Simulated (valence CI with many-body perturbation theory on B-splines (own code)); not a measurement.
The numbers below are computed, except where a source is named.
# From CI to CI+MBPT in Pb48+

Level of theory: valence CI with perturbative core correlation (CI+MBPT): six valence electrons over a frozen Dirac-Fock core [Ar] 3d10, radial functions for each j: 9 s, 9 p, 8 d, 6 f, 3 g, 1 h, with the one-electron correlation potential Σ1, the two-electron term Σ2, the three-electron term Σ3, Breit, model QED; selected CI, second order for the rest, scaled by the run's own slope (own B-spline code, finite nucleus).

The last digits are not significant, and no measured levels were compared; by estimate large intervals hold to a few tenths of a per cent, small ones and those within an open d or f shell to about a per cent. Among the levels kept, up to 630 cm⁻¹ of a level comes from second order outside the variational space, and about a tenth of that is noise between levels of different J, which matters for small intervals.

Each rung adds one term. CI alone is the Dirac-Coulomb CI over the frozen core; QED comes last and gives the full result, which names the levels. Energies are above (4s^2 4p1/2^2 4p3/2^2) J=2 on the same rung, in Ry.

Levels are named by their leading jj configuration (3d3/2^4 stands for four electrons in 3d with j = 3/2), which in mixed levels can hold well under half, so a name can repeat and another be missing. Letters in brackets count levels of one name in rising energy.

```
                             Level  CI alone
        (4s^2 4p1/2^2 4p3/2^2) J=0     0.766
          (4s^2 4p1/2 4p3/2^3) J=1    11.934
          (4s^2 4p1/2 4p3/2^3) J=2    12.322
    (4s^2 4p1/2^2 4p3/2 4d3/2) J=2    13.491
    (4s^2 4p1/2^2 4p3/2 4d3/2) J=0    13.742
    (4s^2 4p1/2^2 4p3/2 4d3/2) J=1    13.788
    (4s^2 4p1/2^2 4p3/2 4d3/2) J=3    13.841
    (4s^2 4p1/2^2 4p3/2 4d5/2) J=4    16.212
    (4s^2 4p1/2^2 4p3/2 4d5/2) J=2    16.463
    (4s^2 4p1/2^2 4p3/2 4d5/2) J=3    17.454
    (4s^2 4p1/2^2 4p3/2 4d5/2) J=1    17.758
          (4s 4p1/2^2 4p3/2^3) J=2    21.192
          (4s 4p1/2^2 4p3/2^3) J=1    22.255
                (4s^2 4p3/2^4) J=0    24.556
(4s^2 4p1/2 4p3/2^2 4d3/2) J=2 [a]    25.044
(4s^2 4p1/2 4p3/2^2 4d3/2) J=1 [a]    25.046
```

Question: What do these energies become with core correlation, Breit and QED?

Answer: (4s^2 4p1/2^2 4p3/2^2) J=0 0.758 (-0.0074); (4s^2 4p1/2 4p3/2^3) J=1 11.867 (-0.0676); (4s^2 4p1/2 4p3/2^3) J=2 12.243 (-0.0789); (4s^2 4p1/2^2 4p3/2 4d3/2) J=2 13.399 (-0.0927); (4s^2 4p1/2^2 4p3/2 4d3/2) J=0 13.652 (-0.0894); (4s^2 4p1/2^2 4p3/2 4d3/2) J=1 13.689 (-0.0990); (4s^2 4p1/2^2 4p3/2 4d3/2) J=3 13.739 (-0.1020); (4s^2 4p1/2^2 4p3/2 4d5/2) J=4 16.077 (-0.1355); (4s^2 4p1/2^2 4p3/2 4d5/2) J=2 16.321 (-0.1421); (4s^2 4p1/2^2 4p3/2 4d5/2) J=3 17.263 (-0.1903); (4s^2 4p1/2^2 4p3/2 4d5/2) J=1 17.585 (-0.1729); (4s 4p1/2^2 4p3/2^3) J=2 21.053 (-0.1391); (4s 4p1/2^2 4p3/2^3) J=1 22.089 (-0.1663); (4s^2 4p3/2^4) J=0 24.408 (-0.1473); (4s^2 4p1/2 4p3/2^2 4d3/2) J=2 [a] 24.884 (-0.1597); (4s^2 4p1/2 4p3/2^2 4d3/2) J=1 [a] 24.884 (-0.1612).

Question: How does the ionisation energy move along the ladder, and which term matters most?

Answer: CI alone 2674.8, + Σ1 2676.4, + Σ2 2676.9, + Σ3 2676.4, + Breit 2674.2, + QED 2674.0 eV. The largest step is Breit, -2.1 eV. NIST lists 2671 ± 4 eV (theoretical).
